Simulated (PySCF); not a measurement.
## Technetium: a sound run and one with changed settings

Sound run: Tc [Kr] 4d5 5s2, Tc⁺ [Kr] 4d5 5s1. All numbers are calculated (PySCF 2.14, scalar relativity by spin-free X2C-1e, in x2c-SVPall (6s5p5d1f, 53 functions)). The sound run starts from symmetry-adapted Hartree-Fock orbitals and uses a fine grid where one is needed.

Changed run: radial step 0.5 in ln r (0.13 in the sound run). This setting is unsound on purpose.

```
species  method  sound run (hartree)  changed run (hartree)  converged
     Tc     UHF          -4282.64799            -4282.64799        yes
     Tc    BP86          -4285.39315            -4285.42013        yes
     Tc    MN15          -4287.58584            -4287.62910        yes
    Tc⁺     UHF          -4282.44337            -4282.44337        yes
    Tc⁺    BP86          -4285.12763            -4285.15475        yes
    Tc⁺    MN15          -4287.32352            -4287.37051        yes
```

Ionisation energy of Tc:

```csv
method,sound run (eV),changed run (eV)
UHF,5.568,5.568
BP86,7.225,7.221
MN15,7.138,7.036
```

A coarse radial grid mis-integrates the density and the exchange-correlation energy, with errors of either sign; Hartree-Fock needs no grid.

For comparison, NIST gives 7.119 eV between the lowest levels.
